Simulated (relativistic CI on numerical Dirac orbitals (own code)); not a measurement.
In6+: computed level list

Computed by Dirac-Coulomb-Breit CI, separate exchange-only KLI orbitals for each configuration, model QED, unscaled Slater integrals (own radial code, finite nucleus).

CI space (outside the closed core [Ar] 3d10): 4s2 4p6 4d7, 4s2 4p6 4d6 5s, 4s2 4p6 4d6 4f, 4s2 4p5 4d8, 4s2 4p6 4d6 5p, 4s2 4p6 4d6 5d, 4s2 4p4 4d9, 4s2 4p6 4d6 6s, 4s 4p6 4d8, 4s2 4p6 4d5 5s2, 4s2 4p6 4d6 6p, 4s2 4p6 4d6 5f, 4s2 4p6 4d6 6d, 4s2 4p6 4d6 5g, 4s2 4p6 4d6 6f, 4p6 4d9. Levels of other configurations are missing.

The lowest level is 4s2 4p6 4d7 4F_9/2, with 95 % of that term; Hund's rules for 4s2 4p6 4d7 give 4F with J = 9/2, in agreement.

| No. | Configuration | Term | J | E (eV) | % | Next component (%) | Landé g | jj configuration (%) |
| --- | --- | --- | --- | --- | --- | --- | --- | --- |
| 1 | 4s2 4p6 4d7 | 4F | 9/2 | 0.0000 | 95 | 4 2G | 1.323 | 4d5/2^3 (68) |
| 2 | 4s2 4p6 4d7 | 4F | 7/2 | 0.6841 | 99 | 1 2G | 1.234 | 4d3/2^3 4d5/2^4 (88) |
| 3 | 4s2 4p6 4d7 | 4F | 5/2 | 1.0447 | 94 | 5 2D | 1.038 | 4d3/2^2 4d5/2^5 (54) |
| 4 | 4s2 4p6 4d7 | 4F | 3/2 | 1.2560 | 90 | 8 2D | 0.450 | 4d3/2^3 4d5/2^4 (39) |
| 5 | 4s2 4p6 4d7 | 4P | 3/2 | 2.2585 | 52 | 42 2P | 1.502 | 4d5/2^3 (65) |
| 6 | 4s2 4p6 4d7 | 4P | 5/2 | 2.5021 | 92 | 6 2D | 1.569 | 4d3/2^3 4d5/2^4 (55) |
| 7 | 4s2 4p6 4d7 | 2G | 9/2 | 2.8408 | 82 | 14 2H | 1.092 | 4d3/2^3 4d5/2^4 (56) |
| 8 | 4s2 4p6 4d7 | 4P | 1/2 | 2.8560 | 76 | 24 2P | 2.186 | 4d3/2^3 4d5/2^4 (91) |
| 9 | 4s2 4p6 4d7 | 2G | 7/2 | 3.4607 | 97 | 2 2F | 0.897 | 4d3/2^3 4d5/2^4 (56) |
| 10 | 4s2 4p6 4d7 | 4P | 3/2 | 3.5143 | 42 | 30 2P | 1.333 | 4d3/2^2 4d5/2^5 (63) |
| 11 | 4s2 4p6 4d7 | 2D | 5/2 | 3.8147 | 89 | 6 4P | 1.217 | 4d3/2^2 4d5/2^5 (45) |
| 12 | 4s2 4p6 4d7 | 2H | 11/2 | 3.9615 | 100 |  | 1.090 | 4d3/2^3 4d5/2^4 (100) |
| 13 | 4s2 4p6 4d7 | 2P | 1/2 | 4.0073 | 75 | 24 4P | 1.150 | 4d3/2^2 4d5/2^5 (91) |
| 14 | 4s2 4p6 4d7 | 2H | 9/2 | 4.6442 | 86 | 14 2G | 0.937 | 4d3/2^2 4d5/2^5 (85) |
| 15 | 4s2 4p6 4d7 | 2D | 3/2 | 4.9609 | 64 | 26 2P | 0.978 | 4d3/2 4d5/2^6 (72) |
| 16 | 4s2 4p6 4d7 | 2F | 5/2 | 5.8464 | 96 | 4 2D | 0.870 | 4d3/2^3 4d5/2^4 (67) |
| 17 | 4s2 4p6 4d7 | 2F | 7/2 | 6.2204 | 97 | 2 2G | 1.137 | 4d3/2^3 4d5/2^4 (55) |
| 18 | 4s2 4p6 4d7 | 2D | 3/2 | 8.7305 | 99 | 1 4s2 4p4 4d9 2D | 0.800 | 4d3/2^3 4d5/2^4 (84) |
| 19 | 4s2 4p6 4d7 | 2D | 5/2 | 9.1662 | 95 | 3 2F | 1.191 | 4d3/2^2 4d5/2^5 (76) |
| 20 | 4s2 4p6 4d6 5s | 6D | 9/2 | 30.5451 | 97 | 3 4F | 1.549 | 4d3/2^3 4d5/2^3 5s (47) |
| 21 | 4s2 4p6 4d6 5s | 6D | 7/2 | 30.9633 | 97 | 1 4F | 1.581 | 4d3/2^3 4d5/2^3 5s (58) |
| 22 | 4s2 4p6 4d6 5s | 6D | 5/2 | 31.2060 | 96 | 2 4P | 1.651 | 4d3/2^2 4d5/2^4 5s (51) |
| 23 | 4s2 4p6 4d6 5s | 6D | 3/2 | 31.3760 | 96 | 3 4P | 1.857 | 4d3/2^3 4d5/2^3 5s (42) |
| 24 | 4s2 4p6 4d6 5s | 6D | 1/2 | 31.4771 | 96 | 4 4P | 3.304 | 4d3/2^2 4d5/2^4 5s (46) |
| 25 | 4s2 4p6 4d6 5s | 4D | 7/2 | 32.7554 | 93 | 4 2F | 1.414 | 4d3/2^3 4d5/2^3 5s (45) |
| 26 | 4s2 4p6 4d6 5s | 4D | 5/2 | 33.2043 | 92 | 4 4P | 1.371 | 4d3/2^3 4d5/2^3 5s (56) |
| 27 | 4s2 4p6 4d6 5s | 4D | 3/2 | 33.4403 | 92 | 6 2P | 1.199 | 4d3/2^2 4d5/2^4 5s (40) |
| 28 | 4s2 4p6 4d6 5s | 4D | 1/2 | 33.5971 | 94 | 6 2P | 0.045 | 4d3/2^3 4d5/2^3 5s (41) |
| 29 | 4s2 4p6 4d6 5s | 4H | 9/2 | 34.3654 | 42 | 25 4G | 1.124 | 4d3/2^3 4d5/2^3 5s (44) |
| 30 | 4s2 4p6 4d6 5s | 4H | 13/2 | 34.4358 | 96 | 4 2I | 1.224 | 4d3/2^3 4d5/2^3 5s (79) |
| 31 | 4s2 4p6 4d6 5s | 4H | 11/2 | 34.4764 | 78 | 21 4G | 1.160 | 4d3/2^3 4d5/2^3 5s (85) |
| 32 | 4s2 4p6 4d6 5s | 4H | 7/2 | 34.4822 | 56 | 18 4G | 0.835 | 4d3/2^3 4d5/2^3 5s (50) |
| 33 | 4s2 4p6 4d6 5s | 4P | 5/2 | 34.5748 | 86 | 8 4D | 1.572 | 4d3/2^2 4d5/2^4 5s (40) |
| 34 | 4s2 4p6 4d6 5s | 4H | 9/2 | 34.9339 | 44 | 43 4F | 1.143 | 4d3/2^2 4d5/2^4 5s (56) |
| 35 | 4s2 4p6 4d6 5s | 4F | 7/2 | 35.1059 | 59 | 26 4H | 1.061 | 4d3/2^2 4d5/2^4 5s (55) |
| 36 | 4s2 4p6 4d6 5s | 4F | 5/2 | 35.1097 | 73 | 22 4G | 0.937 | 4d3/2^3 4d5/2^3 5s (61) |
| 37 | 4s2 4p6 4d6 5s | 4F | 3/2 | 35.2088 | 64 | 17 4P | 0.768 | 4d3/2^2 4d5/2^4 5s (32) |
| 38 | 4s2 4p6 4d6 5s | 4P | 3/2 | 35.2938 | 42 | 30 4F | 1.217 | 4d3/2^3 4d5/2^3 5s (49) |
| 39 | 4s2 4p6 4d6 5s | 4G | 11/2 | 35.2980 | 56 | 26 2H | 1.191 | 4d3/2^3 4d5/2^3 5s (72) |
| 40 | 4s2 4p6 4d6 5s | 4G | 9/2 | 35.7954 | 65 | 12 2G | 1.130 | 4d3/2^3 4d5/2^3 5s (43) |
| 41 | 4s2 4p6 4d6 5s | 4G | 5/2 | 35.8122 | 62 | 20 4F | 0.727 | 4d3/2^2 4d5/2^4 5s (45) |
| 42 | 4s2 4p6 4d6 5s | 4P | 1/2 | 35.8920 | 74 | 14 2S | 2.379 | 4d3/2^3 4d5/2^3 5s (50) |
| 43 | 4s2 4p6 4d6 5s | 2H | 9/2 | 35.9182 | 62 | 19 4F | 1.032 | 4d3/2^2 4d5/2^4 5s (54) |
| 44 | 4s2 4p6 4d6 5s | 4G | 7/2 | 35.9242 | 54 | 21 4F | 1.026 | 4d3/2^2 4d5/2^4 5s (55) |
| 45 | 4s2 4p6 4d6 5s | 2H | 11/2 | 35.9572 | 60 | 23 4G | 1.120 | 4d3/2^2 4d5/2^4 5s (66) |

Energies count from the lowest computed level. Filled j subshells are mostly left out of the jj labels.

The mean weight of the leading LS term, summed over parents, in these 45 levels is 79 %, and that of the leading jj configuration (from the same eigenvectors) 59 %, so LS coupling describes them better.

At this charge configurations can still be misplaced by up to about 7 % of their energy. Terms inside the open d or f shell come out 10 to 20 % too wide with unscaled integrals. 22 of the 69 excited levels that our extract of the measured tables holds in this range could be paired (the sources list more); they are missed by 1750 cm⁻¹ on average and 5289 at most, and levels without a partner can miss by more. Some levels of the ground configuration have no partner and can miss by 10 % or more.

Landé's interval rule says that E(J) − E(J−1) = AJ with one A. For the ground term the intervals give A = -681.6, -831.0, -1226.2 cm⁻¹ for J = 5/2, 7/2, 9/2; the multiplet is inverted.

LS names give the leading component of a level, which can be under half, so a name can repeat, a term be missing and a line seem to break the LS rules.
